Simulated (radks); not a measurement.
Excited configurations of neutral neodymium: one electron is placed in a higher orbital outside [Xe] 4f4 6s1. The ground configuration is [Xe] 4f4 6s2. All-electron calculation, scalar-relativistic Kohn-Sham, LDA (Slater exchange, Perdew-Wang correlation), spin-unpolarised, spherical densities, point nucleus. Program: a radial shooting solver on a logarithmic mesh with Libxc functionals. Excitation = E - E(ground); binding = E(ion) - E, where the ion is the core of charge +1; n* = 1/sqrt(2 binding) in atomic units, and the quantum defect is n - n*.

| outer orbital | excitation (eV) | binding (eV) | quantum defect | <r> (bohr) |
|---|---|---|---|---|
| 5d | 1.719 | 4.272 | 3.215 | 3.615 |
| 5f | 5.053 | 0.938 | 1.191 | 16.57 |
| 6p | 2.423 | 3.569 | 4.047 | 5.840 |
| 6d | 4.475 | 1.516 | 3.004 | 11.32 |
| 6f | 5.329 | 0.662 | 1.468 | 27.85 |
| 7s | 3.869 | 2.122 | 4.468 | 10.32 |
| 7p | 4.422 | 1.569 | 4.055 | 13.20 |
| 7d | 5.054 | 0.937 | 3.189 | 21.12 |
| 7f | 5.508 | 0.483 | 1.692 | 41.77 |

The Delta-SCF ionisation energy is 5.991 eV (NIST Atomic Spectra Database: 5.525 eV, measured). Self-interaction in the functional shifts the binding energies and quantum defects, so they are the method's values and not measured ones. Spin polarisation and multiplet splitting are left out, so open shells lie too high by an amount that depends on their filling. Spin-orbit splitting is averaged out at the scalar-relativistic level.

Beside tabulated values, note that spin-unpolarised runs miss the spin-polarisation part of the exchange energy of open shells.
